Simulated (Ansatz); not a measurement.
Ansatz (an electronic-structure program) input (B3LYP-D3(BJ)/def2-TZVP):

Ansatz 0.2 input:
```yaml
crystal:
  periodic: [false, false, false]
  atoms:
    - {symbol: Si, position_ang: [-0.53476694, -0.61797454, 0.09567494]}
    - {symbol: Cl, position_ang: [-1.00098926, -0.62115371, 1.99314578]}
    - {symbol: Cl, position_ang: [-1.81049078, -0.49121502, -1.37246955]}
    - {symbol: O, position_ang: [0.30349496, 1.26832919, 0.01994449]}
    - {symbol: O, position_ang: [0.78548313, -1.35673364, -0.37890824]}
    - {symbol: H, position_ang: [-0.20573388, 2.03630817, 0.31385676]}
    - {symbol: H, position_ang: [1.52136567, -1.73533893, 0.10771474]}
    - {symbol: H, position_ang: [0.82290774, 1.49267889, -0.76572952]}
basis:
  gaussian:
    orbitals: def2-TZVP
hamiltonian:
  xc: b3lyp
  dispersion: d3bj
total_charge: 1
relax: {f_tol: 0.002, max_steps: 150}
```

Output:

```
Functional definition: B3LYP
integrals: 0.13 GiB planned
1221 factors; their error is unknown
mean field: 1.16 GiB planned
mean field evaluation 1: about -37051.6429 eV, gradient 1.0e2 eV
mean field evaluation 2: about -37016.1864 eV, gradient 1.7e2 eV
mean field evaluation 4: about -37066.8388 eV, gradient 1.1e1 eV
mean field evaluation 8: about -37067.0201 eV, gradient 1.3e-1 eV
mean field evaluation 16: about -37067.1094 eV, gradient 2.3e-4 eV
mean field -37067.10936210 eV, -1362.1911440680 hartree, gradient 4.4e-5 eV, S^2 0.000000; 0 other end points of the search recorded, 0 dependent functions left out
the calculation of the forces begins
reference -37067.10961373 eV, -1362.1911533152 hartree; 33, 33 occupied and 158, 158 virtual orbitals, 1221 factors
relax step   1: F+E_penalty+E_count = -37067.50142038 eV  Δ(F+E_penalty+E_count) = +0.000e0 eV  max|allowed force component| = 1.907e0 eV/Å  Δτ_max = 0.0000 Å  (28 SCF iters, accepted)
these checks for a lower state are left out or cut short: starts, cluster_reference, orbital_swaps, neighbouring_geometries, increment
integrals: 0.13 GiB planned
1221 factors; their error is unknown
mean field: 1.16 GiB planned
mean field -37067.26817877 eV, -1362.1969804731 hartree, gradient 2.7e-5 eV, S^2 0.000000; 0 other end points of the search recorded, 0 dependent functions left out
the calculation of the forces begins
reference -37067.26843095 eV, -1362.1969897403 hartree; 33, 33 occupied and 158, 158 virtual orbitals, 1221 factors
relax step   2: F+E_penalty+E_count = -37067.65783665 eV  Δ(F+E_penalty+E_count) = -1.564e-1 eV  max|allowed force component| = 1.212e0 eV/Å  Δτ_max = 0.1038 Å  (29 SCF iters, accepted)
these checks for a lower state are left out or cut short: starts, cluster_reference, orbital_swaps, neighbouring_geometries, increment
integrals: 0.13 GiB planned
1221 factors; their error is unknown
mean field: 1.17 GiB planned
mean field evaluation 32: about -37067.0131 eV, gradient 1.2e-5 eV
mean field -37067.01310576 eV, -1362.1876067128 hartree, gradient 1.2e-5 eV, S^2 0.000000; 0 other end points of the search recorded, 0 dependent functions left out
the calculation of the forces begins
reference -37067.01335464 eV, -1362.1876158588 hartree; 33, 33 occupied and 158, 158 virtual orbitals, 1221 factors
relax step   3: F+E_penalty+E_count = -37067.42095415 eV  Δ(F+E_penalty+E_count) = +2.369e-1 eV  max|allowed force component| = 3.564e0 eV/Å  Δτ_max = 0.1944 Å  (37 SCF iters, rejected (line search))
these checks for a lower state are left out or cut short: starts, cluster_reference, orbital_swaps, neighbouring_geometries, increment
integrals: 0.13 GiB planned
1221 factors; their error is unknown
mean field: 1.16 GiB planned
mean field -37067.37211356 eV, -1362.2008000061 hartree, gradient 1.6e-5 eV, S^2 0.000000; 0 other end points of the search recorded, 0 dependent functions left out
the calculation of the forces begins
reference -37067.37236374 eV, -1362.2008092001 hartree; 33, 33 occupied and 158, 158 virtual orbitals, 1221 factors
relax step   4: F+E_penalty+E_count = -37067.76927550 eV  Δ(F+E_penalty+E_count) = -1.114e-1 eV  max|allowed force component| = 1.386e-1 eV/Å  Δτ_max = 0.0938 Å  (30 SCF iters, accepted)
these checks for a lower state are left out or cut short: starts, cluster_reference, orbital_swaps, neighbouring_geometries, increment
integrals: 0.13 GiB planned
1221 factors; their error is unknown
mean field: 1.16 GiB planned
mean field -37067.37564702 eV, -1362.2009298585 hartree, gradient 1.3e-5 eV, S^2 0.000000; 0 other end points of the search recorded, 0 dependent functions left out
the calculation of the forces begins
reference -37067.37589718 eV, -1362.2009390515 hartree; 33, 33 occupied and 158, 158 virtual orbitals, 1221 factors
relax step   5: F+E_penalty+E_count = -37067.77301019 eV  Δ(F+E_penalty+E_count) = -3.735e-3 eV  max|allowed force component| = 1.475e-1 eV/Å  Δτ_max = 0.0149 Å  (31 SCF iters, accepted)
these checks for a lower state are left out or cut short: starts, cluster_reference, orbital_swaps, neighbouring_geometries, increment
integrals: 0.13 GiB planned
1221 factors; their error is unknown
mean field: 1.16 GiB planned
[...]
1221 factors; their error is unknown
mean field: 1.17 GiB planned
mean field -37067.40510993 eV, -1362.2020126005 hartree, gradient 1.4e-5 eV, S^2 0.000000; 0 other end points of the search recorded, 0 dependent functions left out
the calculation of the forces begins
reference -37067.40536002 eV, -1362.2020217911 hartree; 33, 33 occupied and 158, 158 virtual orbitals, 1221 factors
relax step  14: F+E_penalty+E_count = -37067.80166397 eV  Δ(F+E_penalty+E_count) = -3.859e-3 eV  max|allowed force component| = 2.600e-1 eV/Å  Δτ_max = 0.0718 Å  (31 SCF iters, accepted)
these checks for a lower state are left out or cut short: starts, cluster_reference, orbital_swaps, neighbouring_geometries, increment
integrals: 0.13 GiB planned
1221 factors; their error is unknown
mean field: 1.17 GiB planned
mean field -37067.40984574 eV, -1362.2021866380 hartree, gradient 1.6e-5 eV, S^2 0.000000; 0 other end points of the search recorded, 0 dependent functions left out
the calculation of the forces begins
reference -37067.41009536 eV, -1362.2021958115 hartree; 33, 33 occupied and 158, 158 virtual orbitals, 1221 factors
relax step  15: F+E_penalty+E_count = -37067.80666788 eV  Δ(F+E_penalty+E_count) = -5.004e-3 eV  max|allowed force component| = 2.815e-1 eV/Å  Δτ_max = 0.0661 Å  (30 SCF iters, accepted)
these checks for a lower state are left out or cut short: starts, cluster_reference, orbital_swaps, neighbouring_geometries, increment
integrals: 0.13 GiB planned
1221 factors; their error is unknown
mean field: 1.17 GiB planned
mean field -37067.38224713 eV, -1362.2011724079 hartree, gradient 1.2e-5 eV, S^2 0.000000; 0 other end points of the search recorded, 0 dependent functions left out
the calculation of the forces begins
reference -37067.38249648 eV, -1362.2011815714 hartree; 33, 33 occupied and 158, 158 virtual orbitals, 1221 factors
relax step  16: F+E_penalty+E_count = -37067.77687756 eV  Δ(F+E_penalty+E_count) = +2.979e-2 eV  max|allowed force component| = 8.456e-1 eV/Å  Δτ_max = 0.1666 Å  (29 SCF iters, rejected (line search))
these checks for a lower state are left out or cut short: starts, cluster_reference, orbital_swaps, neighbouring_geometries, increment
integrals: 0.13 GiB planned
1221 factors; their error is unknown
mean field: 1.17 GiB planned
mean field evaluation 128: about -37067.4148 eV, gradient 1.0e-4 eV
mean field -37067.41475751 eV, -1362.2023671425 hartree, gradient 1.4e-5 eV, S^2 0.000000; 0 other end points of the search recorded, 0 dependent functions left out
the calculation of the forces begins
reference -37067.41500728 eV, -1362.2023763212 hartree; 33, 33 occupied and 158, 158 virtual orbitals, 1221 factors
relax step  17: F+E_penalty+E_count = -37067.81078586 eV  Δ(F+E_penalty+E_count) = -4.118e-3 eV  max|allowed force component| = 5.985e-2 eV/Å  Δτ_max = 0.0743 Å  (30 SCF iters, accepted)
these checks for a lower state are left out or cut short: starts, cluster_reference, orbital_swaps, neighbouring_geometries, increment
integrals: 0.13 GiB planned
1221 factors; their error is unknown
mean field: 1.17 GiB planned
mean field -37067.41501849 eV, -1362.2023767331 hartree, gradient 1.2e-5 eV, S^2 0.000000; 0 other end points of the search recorded, 0 dependent functions left out
the calculation of the forces begins
reference -37067.41526817 eV, -1362.2023859088 hartree; 33, 33 occupied and 158, 158 virtual orbitals, 1221 factors
relax step  18: F+E_penalty+E_count = -37067.81109521 eV  Δ(F+E_penalty+E_count) = -3.093e-4 eV  max|allowed force component| = 3.453e-2 eV/Å  Δτ_max = 0.0278 Å  (31 SCF iters, accepted)
these checks for a lower state are left out or cut short: starts, cluster_reference, orbital_swaps, neighbouring_geometries, increment
integrals: 0.13 GiB planned
1221 factors; their error is unknown
mean field: 1.17 GiB planned
mean field -37067.41521753 eV, -1362.2023840477 hartree, gradient 1.2e-5 eV, S^2 0.000000; 0 other end points of the search recorded, 0 dependent functions left out
the calculation of the forces begins
reference -37067.41546718 eV, -1362.2023932224 hartree; 33, 33 occupied and 158, 158 virtual orbitals, 1221 factors
relax step  19: F+E_penalty+E_count = -37067.81123977 eV  Δ(F+E_penalty+E_count) = -1.446e-4 eV  max|allowed force component| = 1.917e-2 eV/Å  Δτ_max = 0.0177 Å  (31 SCF iters, accepted)
these checks for a lower state are left out or cut short: starts, cluster_reference, orbital_swaps, neighbouring_geometries, increment
integrals: 0.13 GiB planned
1221 factors; their error is unknown
mean field: 1.17 GiB planned
mean field -37067.41485046 eV, -1362.2023705580 hartree, gradient 1.2e-5 eV, S^2 0.000000; 0 other end points of the search recorded, 0 dependent functions left out
the calculation of the forces begins
reference -37067.41510006 eV, -1362.2023797309 hartree; 33, 33 occupied and 158, 158 virtual orbitals, 1221 factors
relax step  20: F+E_penalty+E_count = -37067.81074158 eV  Δ(F+E_penalty+E_count) = +4.982e-4 eV  max|allowed force component| = 1.029e-1 eV/Å  Δτ_max = 0.0120 Å  (33 SCF iters, rejected (line search))
these checks for a lower state are left out or cut short: starts, cluster_reference, orbital_swaps, neighbouring_geometries, increment
integrals: 0.13 GiB planned
1221 factors; their error is unknown
mean field: 1.17 GiB planned
mean field -37067.41523265 eV, -1362.2023846033 hartree, gradient 1.2e-5 eV, S^2 0.000000; 0 other end points of the search recorded, 0 dependent functions left out
the calculation of the forces begins
reference -37067.41548225 eV, -1362.2023937762 hartree; 33, 33 occupied and 158, 158 virtual orbitals, 1221 factors
relax step  21: F+E_penalty+E_count = -37067.81129418 eV  Δ(F+E_penalty+E_count) = -5.441e-5 eV  max|allowed force component| = 1.273e-2 eV/Å  Δτ_max = 0.0058 Å  (32 SCF iters, accepted)
these checks for a lower state are left out or cut short: starts, cluster_reference, orbital_swaps, neighbouring_geometries, increment
integrals: 0.13 GiB planned
1221 factors; their error is unknown
mean field: 1.17 GiB planned
mean field evaluation 160: about -37067.3277 eV, gradient 3.6e-1 eV
mean field -37067.41519688 eV, -1362.2023832890 hartree, gradient 1.2e-5 eV, S^2 0.000000; 0 other end points of the search recorded, 0 dependent functions left out
the calculation of the forces begins
reference -37067.41544647 eV, -1362.2023924612 hartree; 33, 33 occupied and 158, 158 virtual orbitals, 1221 factors
relax step  22: F+E_penalty+E_count = -37067.81131190 eV  Δ(F+E_penalty+E_count) = -1.772e-5 eV  max|allowed force component| = 3.782e-3 eV/Å  Δτ_max = 0.0043 Å  (33 SCF iters, accepted)
these checks for a lower state are left out or cut short: starts, cluster_reference, orbital_swaps, neighbouring_geometries, increment
integrals: 0.13 GiB planned
1221 factors; their error is unknown
mean field: 1.17 GiB planned
mean field -37067.41518557 eV, -1362.2023828731 hartree, gradient 1.2e-5 eV, S^2 0.000000; 0 other end points of the search recorded, 0 dependent functions left out
the calculation of the forces begins
reference -37067.41543514 eV, -1362.2023920447 hartree; 33, 33 occupied and 158, 158 virtual orbitals, 1221 factors
relax step  23: F+E_penalty+E_count = -37067.81131718 eV  Δ(F+E_penalty+E_count) = -5.273e-6 eV  max|allowed force component| = 4.924e-3 eV/Å  Δτ_max = 0.0050 Å  (32 SCF iters, accepted)
these checks for a lower state are left out or cut short: starts, cluster_reference, orbital_swaps, neighbouring_geometries, increment
integrals: 0.13 GiB planned
1221 factors; their error is unknown
mean field: 1.17 GiB planned
mean field -37067.41516658 eV, -1362.2023821753 hartree, gradient 1.2e-5 eV, S^2 0.000000; 0 other end points of the search recorded, 0 dependent functions left out
the calculation of the forces begins
reference -37067.41541616 eV, -1362.2023913474 hartree; 33, 33 occupied and 158, 158 virtual orbitals, 1221 factors
relax step  24: F+E_penalty+E_count = -37067.81132107 eV  Δ(F+E_penalty+E_count) = -3.897e-6 eV  max|allowed force component| = 3.502e-3 eV/Å  Δτ_max = 0.0015 Å  (33 SCF iters, accepted)
these checks for a lower state are left out or cut short: starts, cluster_reference, orbital_swaps, neighbouring_geometries, increment
integrals: 0.13 GiB planned
1221 factors; their error is unknown
mean field: 1.17 GiB planned
mean field -37067.41517353 eV, -1362.2023824309 hartree, gradient 1.2e-5 eV, S^2 0.000000; 0 other end points of the search recorded, 0 dependent functions left out
the calculation of the forces begins
reference -37067.41542311 eV, -1362.2023916027 hartree; 33, 33 occupied and 158, 158 virtual orbitals, 1221 factors
relax step  25: F+E_penalty+E_count = -37067.81132307 eV  Δ(F+E_penalty+E_count) = -1.992e-6 eV  max|allowed force component| = 4.636e-4 eV/Å  Δτ_max = 0.0008 Å  (33 SCF iters, accepted)
integrals: 0.13 GiB planned
1221 factors; their error is unknown
mean field: 1.17 GiB planned
mean field evaluation 192: about -37067.4152 eV, gradient 4.5e-3 eV
mean field -37067.41517353 eV, -1362.2023824309 hartree, gradient 1.2e-5 eV, S^2 0.000000; 1 other end points of the search recorded, 0 dependent functions left out
the calculation of the forces begins
reference -37067.41542311 eV, -1362.2023916027 hartree; 33, 33 occupied and 158, 158 virtual orbitals, 1221 factors
Total energy: -37067.81157264 eV, -1362.2169498295 hartree
Atom 0 at    -0.408438    -0.455432     0.122528 Å, force     0.000150    -0.000102    -0.000377 eV/Å
Atom 1 at    -0.949724    -0.682799     2.022861 Å, force     0.000043    -0.000212     0.000464 eV/Å
Atom 2 at    -1.925780    -0.532597    -1.165822 Å, force    -0.000199    -0.000129    -0.000150 eV/Å
Atom 3 at     0.171412     1.255864    -0.024171 Å, force     0.000346     0.000268    -0.000140 eV/Å
Atom 4 at     0.988225    -1.079546    -0.329635 Å, force    -0.000442    -0.000138    -0.000220 eV/Å
Atom 5 at    -0.404537     2.016443    -0.211865 Å, force    -0.000025     0.000023    -0.000118 eV/Å
Atom 6 at     1.310207    -1.965400    -0.129782 Å, force     0.000098     0.000046     0.000253 eV/Å
Atom 7 at     1.099907     1.418368    -0.270884 Å, force     0.000029     0.000243     0.000290 eV/Å
Dipole moment:     0.681823     0.728995    -0.202793 e Å
```

It need not be the lowest isomer of its formula.
